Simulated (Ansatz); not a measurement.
Zirconium tetrachloride + HBr → `[Cl][Zr]([Cl])([Cl])[Br]` + HCl at 600 K and 1 bar (ligand exchange at a Zr–Cl bond).

Calculated with Ansatz (gas phase, PBE0-D4/def2-TZVP geometries, no zero-point term in ΔE). CCSD(T)/CBS adds triple-zeta CCSD(T) − MP2 to the extrapolated MP2 energy (def2 sets, frozen cores). This one scheme is used for every species. Elements past krypton have def2 core potentials. For Br, Zr outer-core shells are correlated without core-valence functions, which leaves a few kJ/mol of doubt a bond. Scalar relativity is left out up to krypton.

| species | CCSD(T)/CBS energy (Eh) | H − E (kJ/mol) | S (J/(mol·K)) |
| --- | --- | --- | --- |
| `[Cl][Zr]([Cl])([Cl])[Cl]` | -1886.41337 | 66.6 | 440.2 |
| HBr | -2573.91920 | 33.5 | 219.1 |
| `[Cl][Zr]([Cl])([Cl])[Br]` | -3999.95269 | 66.4 | 463.6 |
| HCl | -460.38127 | 35.4 | 207.2 |

H − E and S are ideal-gas, rigid-rotor, harmonic terms from PBE0-D4/def2-TZVP. 1 Eh = 2625.50 kJ/mol, R = 8.31446 J/(mol·K).

Problem. By hand: ΔE, ΔH, ΔS and ΔG.

Solution. ΔE = (-3999.95269) + (-460.38127) − (-1886.41337) − (-2573.91920) = -0.00139 Eh = -3.6 kJ/mol. Δ(H − E) = 66.4 + 35.4 − 66.6 − 33.5 = 1.7, so ΔH = -1.9 kJ/mol. ΔS = 463.6 + 207.2 − 440.2 − 219.1 = 11.5 J/(mol·K). ΔG = -1.9 − 600 × (11.5)/1000 = -8.8 kJ/mol.

Problem. By hand: the equilibrium constant, and the temperature at which ΔG would vanish if ΔH and ΔS stayed fixed.

Solution. log₁₀ K = −ΔG/(RT ln 10) = 0.8. ΔH and −TΔS have one sign here, so there is no such temperature.

TΔS isn't small against ΔH here. A doubt of 5 kJ/mol in ΔE shifts log₁₀ K by 0.4 here. These are equilibria of isolated gas molecules and say nothing of rates. Largest T1 diagnostic: 0.015 (customary marks: 0.02 for closed shells, 0.045 for open ones).
